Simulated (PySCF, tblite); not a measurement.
C3H8O3S2.
Z-matrix (Å and degrees, GFN2-xTB geometry), rows numbered from 1:
```
C 
S   1  1.8110
C   2  1.8224  1  102.02
C   3  1.5105  2  113.06  1    83.51
S   4  1.8043  3  109.86  2   -78.95
O   5  1.4320  4  112.97  3    98.73
O   5  1.4267  4  110.10  3   -35.83
O   5  1.6177  4   98.36  3  -149.68
H   1  1.0859  2  106.01  3   169.20
H   1  1.0855  2  109.27  3    50.43
H   1  1.0845  2  110.07  3   -71.39
H   3  1.0907  2  105.09  1  -155.66
H   3  1.0900  2  108.40  1   -38.45
H   4  1.0859  3  111.94  2   166.03
H   4  1.0856  3  112.83  2    40.06
H   8  0.9587  5  110.34  4  -136.23
```

Computed with PBE0/def2-SVPD in PySCF (dipole) on a GFN2-xTB geometry, gas phase.

Take the most abundant isotopes and a rigid rotor. The values belong to one conformer with, in the numbering `[CH3:1][S:2][CH2:3][CH2:4][S:5](=[O:6])(=[O:7])[OH:8]`, C1–S2–C3–C4 84°, S2–C3–C4–S5 -79°, C3–C4–S5–O6 99°, C4–S5–O8–H -136°.

(1) What are A, B and C (cm⁻¹)?

(2) What kind of rotor is it?

(3) Is it planar, by Δ = Ic − Ia − Ib?

(4) Give the other two planar moments, Paa and Pbb, and the rms extents of the mass along the axes.

(5) Give the coordinates in the principal-axis frame, origin at the centre of mass.

(6) Which types of transition are allowed, and where do some lines up to J = 3 fall?

(7) Estimate the classical rotational partition function at 10 K, 200 K and 298.15 K.

Answers

(1) Ia = 180.83, Ib = 510.57, Ic = 568.33 u·Å²; 505379 MHz·u·Å²/I gives 2795, 989.8 and 889.2 MHz, that is A = 0.09323, B = 0.03302, C = 0.02966 cm⁻¹.

(2) An asymmetric top: κ = (2 × 989.8 − 2795 − 889.2)/(2795 − 889.2) = -0.89.

(3) Not planar: Δ = Ic − Ia − Ib = -123.07 u·Å². For a rigid frame Δ = −2 Σ m c², so Σ m c² = 61.53 u·Å² lies off the ab plane: 6.83 from hydrogen and 54.71 from heavier atoms. The atom farthest from that plane is 1.49 Å away.

(4) Paa = Σ m a² = (Ib + Ic − Ia)/2 = 449.04 and Pbb = Σ m b² = (Ia + Ic − Ib)/2 = 119.29 u·Å². With the mass M = 155.99 u, the rms extents √(P/M) along a, b and c are 1.70, 0.87, 0.63 Å.

(5) The sense of each axis is arbitrary; atoms in the order of the calculation.
```json
{"atom": "C1", "mass (u)": "12.000", "a (Å)": "1.864", "b (Å)": "-1.440", "c (Å)": "-0.276"}
{"atom": "S2", "mass (u)": "31.972", "a (Å)": "2.356", "b (Å)": "0.206", "c (Å)": "0.297"}
{"atom": "C3", "mass (u)": "12.000", "a (Å)": "1.107", "b (Å)": "1.272", "c (Å)": "-0.493"}
{"atom": "C4", "mass (u)": "12.000", "a (Å)": "-0.182", "b (Å)": "1.352", "c (Å)": "0.290"}
{"atom": "S5", "mass (u)": "31.972", "a (Å)": "-1.172", "b (Å)": "-0.128", "c (Å)": "-0.005"}
{"atom": "O6", "mass (u)": "15.995", "a (Å)": "-1.043", "b (Å)": "-1.103", "c (Å)": "1.036"}
{"atom": "O7", "mass (u)": "15.995", "a (Å)": "-1.017", "b (Å)": "-0.560", "c (Å)": "-1.356"}
{"atom": "O8", "mass (u)": "15.995", "a (Å)": "-2.639", "b (Å)": "0.531", "c (Å)": "0.173"}
{"atom": "H9", "mass (u)": "1.008", "a (Å)": "2.676", "b (Å)": "-2.107", "c (Å)": "-0.003"}
{"atom": "H10", "mass (u)": "1.008", "a (Å)": "1.738", "b (Å)": "-1.422", "c (Å)": "-1.354"}
{"atom": "H11", "mass (u)": "1.008", "a (Å)": "0.945", "b (Å)": "-1.745", "c (Å)": "0.213"}
{"atom": "H12", "mass (u)": "1.008", "a (Å)": "1.576", "b (Å)": "2.254", "c (Å)": "-0.565"}
{"atom": "H13", "mass (u)": "1.008", "a (Å)": "0.908", "b (Å)": "0.886", "c (Å)": "-1.493"}
{"atom": "H14", "mass (u)": "1.008", "a (Å)": "-0.816", "b (Å)": "2.164", "c (Å)": "-0.054"}
{"atom": "H15", "mass (u)": "1.008", "a (Å)": "-0.021", "b (Å)": "1.412", "c (Å)": "1.362"}
{"atom": "H16", "mass (u)": "1.008", "a (Å)": "-3.199", "b (Å)": "-0.042", "c (Å)": "0.699"}
```

(6) The dipole components are |μa| = 1.21 D, |μb| = 2.20 D, |μc| = 0.49 D. Intensities carry the squares of the components, which stand as 0.30 : 1.00 : 0.05 (a : b : c). Some lines, for components of 0.1 D or more:

```
type  branch         J(Ka,Kc)   MHz  lower level (cm⁻¹)
   a       R  1(0,1) ← 0(0,0)  1879               0.000
   a       R  2(1,2) ← 1(1,1)  3658               0.123
   c       R  1(1,0) ← 0(0,0)  3785               0.000
   b       R  3(0,3) ← 2(1,2)  3912               0.245
   c       Q  3(2,2) ← 3(1,2)  5267               0.448
   b       R  2(1,2) ← 1(0,1)  5463               0.063
   a       R  3(1,3) ← 2(1,2)  5484               0.245
   a       R  3(0,3) ← 2(0,2)  5621               0.188
   a       R  3(2,1) ← 2(2,0)  5653               0.436
   b       R  3(1,3) ← 2(0,2)  7192               0.188
```

(7) Point group C1, symmetry number σ = 1; q = (√π/σ)·√((kT/h)³/(ABC)), k/h = 20836.6 MHz/K: 3400 at 10 K, 304000 at 200 K, 553000 at 298.15 K.

Its GFN2-xTB frequencies are all real (lowest 38 cm⁻¹). Constants of a rigid frame at the computed geometry: no zero-point averaging, no centrifugal distortion. A rigid rotor knows nothing of internal rotation, which can split or shift real lines.

Rough CPU time on one thread of a shared machine: about 2.4 min (with the writing of density and orbital grids). This is the PBE0/def2-SVPD job that gave the dipole, with the excitations it also computed.
